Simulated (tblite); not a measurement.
C4H10ClFSi2.
Geometry (GFN2-xTB, Å), atoms numbered from 1 in this order:
```
atom  x, y, z in Å
C1    -1.639    1.507    0.587
C2    -0.634    0.733   -0.261
Si3   -1.262   -0.961   -0.958
C4     0.026   -1.826    0.185
Si5    0.768   -0.144    0.712
C6     2.466    0.123   -0.166
F7     2.374   -0.177   -1.496
Cl8    2.928    1.838   -0.014
H9    -1.175    2.381    1.040
H10   -2.031    0.881    1.386
H11   -2.477    1.843   -0.021
H12   -0.263    1.404   -1.038
H13   -1.032   -1.157   -2.387
H14   -2.654   -1.259   -0.614
H15   -0.422   -2.381    1.004
H16    0.708   -2.506   -0.319
H17    1.009    0.167    2.122
H18    3.301   -0.462    0.226
```

Calculated harmonic vibrations of the isolated species, GFN2-xTB (tblite), most abundant isotopes, no scaling. Against measured fundamentals such values can be off by several per cent, at times by over 20. Modes of hydrogen on silicon can be 10 to 20 % off. One conformer, not necessarily the lowest.

Harmonic wavenumbers (cm⁻¹): 26.3, 32.3, 73.1, 108.6, 178.9, 220.9, 230.8, 246.7, 330.6, 356.3, 382.2, 443.6, 493.5, 518.9, 586.6, 602.5, 619.6, 661.2, 680.9, 687.3, 707.5, 754.2, 757.3, 782.4, 927.2, 991.7, 1012.5, 1027.4, 1077.1, 1098.3, 1119.9, 1145.1, 1260.2, 1273.9, 1416.9, 1452.2, 1510.8, 1512.0, 2246.9, 2262.2, 2277.3, 2933.0, 2960.4, 3008.2, 3013.7, 3021.3, 3025.9, 3027.3.

A = 1841, B = 776.0, C = 660.6 MHz; mass 167.999 u (most abundant isotopes); point group C1, symmetry number 1.

**Question.** Zero-point energy?

**Answer.** ½Σν̃ = 27542 cm⁻¹ = 78.75 kcal/mol.

**Question.** What is S at 350 K and 1 bar for an ideal gas of classical rigid rotors and harmonic oscillators?

**Answer.** Translation 42.09, rotation 30.69, vibration 42.81: S = 115.6 cal/(mol K).

**Question.** And Cp and H(350 K) − H(0)?

**Answer.** Cp = 48.75 cal/(mol K), of which vibrations give 40.80 (their classical limit is 48 R = 95.4); H(350 K) − H(0) = 10.22 kcal/mol without the zero-point energy, 7.43 from vibrations.

**Question.** How do the functions run with temperature in this model?

**Answer.** 
```tsv
T (K)	S (cal/(mol K))	Cp (cal/(mol K))	H − H(0) (kcal/mol)	G − H(0) (kcal/mol)	ln q(vib)
100	75.4	20.4	1.45	-6.09	3.02
200	93.1	32.4	4.08	-14.54	6.21
300	108.5	43.8	7.90	-24.64	9.32
500	135.1	60.6	18.47	-49.07	15.34
800	167.1	75.3	39.07	-94.60	23.58
1000	184.6	81.6	54.80	-129.82	28.50
```

q(vib) and H(0) count from the zero-point level.

**Question.** Blend soft modes into free rotors: weight 1/[1 + (100 cm⁻¹/ν̃)⁴] for the oscillator and the rest for a rotor with moment μB/(μ + B), μ = h/(8π²ν), B = 10⁻⁴⁴ kg m². What vibrational entropy results?

**Answer.** 37.80 cal/(mol K) in place of 42.81, which changes −T·S at 350 K by +1.75 kcal/mol.

Hindered rotation and anharmonicity are outside this model. Other conformers, if any are populated, would add a mixing term that is left out. The structure is chiral; the term R ln 2 for an equal mix with its mirror image is left out.

Hardware: Arm Neoverse N1, one thread, no GPU, shared host with 64 logical CPUs at a one-minute load of 61. Cost: 1.6 s of wall time. The figure is for the frequency step alone.
